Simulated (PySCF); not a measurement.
Ga(F)(OH)(OMe) (CH4FGaO2), SMILES C[O][Ga]([OH])[F]. Heavy atoms are numbered as in [Ga:1]([F:2])([OH:3])[O:5][CH3:6]. Hydrogens are named by the atom that carries them.

Geometry optimised at PBE0-D3(BJ)/def2-SVP. The structure was generated by enumeration; whether it is a known compound was not checked. One conformer was computed; it need not be the lowest.

The numbers are results of PySCF with PBE/pcSseg-1, not measurements.

GIAO shieldings, no solvent; atoms alike by connectivity are averaged. δ = σ(ref) − σ: ¹⁹F against CFCl3 (σ = 133.6 ppm); ¹⁷O against H2O (σ = 334.3 ppm); ¹H against TMS (σ = 31.49 ppm); ¹³C against TMS (σ = 182.0 ppm), references at their B3LYP-D3(BJ)/def2-TZVP geometries, non-relativistic.

```tsv
nucleus	atoms	count	δ (ppm)
¹⁹F	F2	1	-200.8
¹⁷O	O5	1	56.1
¹⁷O	O3 (OH)	1	43.8
¹H	H on C6	3	4.53
¹H	H on O3	1	2.05
¹³C	C6 (CH3)	1	62.2
```
